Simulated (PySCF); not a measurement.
# Cost of excited-state runs on `C1C(C(NC)=O)(C)C1`, C$_{6}$H$_{11}$NO

Molfile (atoms numbered from 1):
```
C6H11NO
     RDKit          3D

 19 19  0  0  0  0  0  0  0  0999 V2000
    2.9379   -0.2103    0.1071 C   0  0  0  0  0  0  0  0  0  0  0  0
    1.5288   -0.1960    0.4133 N   0  0  0  0  0  0  0  0  0  0  0  0
    0.5914    0.0798   -0.5245 C   0  0  0  0  0  0  0  0  0  0  0  0
    0.8861    0.3260   -1.6791 O   0  0  0  0  0  0  0  0  0  0  0  0
   -0.8356    0.0638   -0.0556 C   0  0  0  0  0  0  0  0  0  0  0  0
   -1.1323   -0.2605    1.3911 C   0  0  0  0  0  0  0  0  0  0  0  0
   -1.7308    1.0595   -0.7574 C   0  0  0  0  0  0  0  0  0  0  0  0
   -1.8286   -0.3860   -1.1027 C   0  0  0  0  0  0  0  0  0  0  0  0
    3.0403    0.0194   -0.9523 H   0  0  0  0  0  0  0  0  0  0  0  0
    3.3689   -1.1935    0.3080 H   0  0  0  0  0  0  0  0  0  0  0  0
    3.4705    0.5414    0.6938 H   0  0  0  0  0  0  0  0  0  0  0  0
    1.2576   -0.3918    1.3609 H   0  0  0  0  0  0  0  0  0  0  0  0
   -2.2071   -0.2335    1.5570 H   0  0  0  0  0  0  0  0  0  0  0  0
   -0.6757    0.4674    2.0621 H   0  0  0  0  0  0  0  0  0  0  0  0
   -0.7824   -1.2593    1.6524 H   0  0  0  0  0  0  0  0  0  0  0  0
   -2.5217    1.5157   -0.1815 H   0  0  0  0  0  0  0  0  0  0  0  0
   -1.2632    1.7140   -1.4766 H   0  0  0  0  0  0  0  0  0  0  0  0
   -1.4250   -0.6997   -2.0531 H   0  0  0  0  0  0  0  0  0  0  0  0
   -2.6888   -0.9473   -0.7704 H   0  0  0  0  0  0  0  0  0  0  0  0
  1  2  1  0
  2  3  1  0
  3  4  2  0
  3  5  1  0
  5  6  1  0
  5  7  1  0
  7  8  1  0
  8  5  1  0
  1  9  1  0
  1 10  1  0
  1 11  1  0
  2 12  1  0
  6 13  1  0
  6 14  1  0
  6 15  1  0
  7 16  1  0
  7 17  1  0
  8 18  1  0
  8 19  1  0
M  END
```

PySCF with density fitting, on 1 thread of an AMD EPYC 9R45 96-Core, shared host. Command: `OMP_NUM_THREADS=1 python excited_run.py task.json out`

Q: How long does each of these runs take, and how much memory?
- magnetisability and related constants, PBE0/pcSseg-1; isotopologues
- magnetisability and related constants, mPW1PW91/6-311G**; grid level 4; SCF tolerance 1e-08 Eh

A: 
| run | level | basis functions | wall time | peak memory (GiB) |
| --- | --- | --- | --- | --- |
| magnetisability and related constants | PBE0/pcSseg-1 | 191 | 24 s | 0.96 |
| magnetisability and related constants | mPW1PW91/6-311G** | 210 | 52 s | 0.96 |

Times from a shared host are rough.
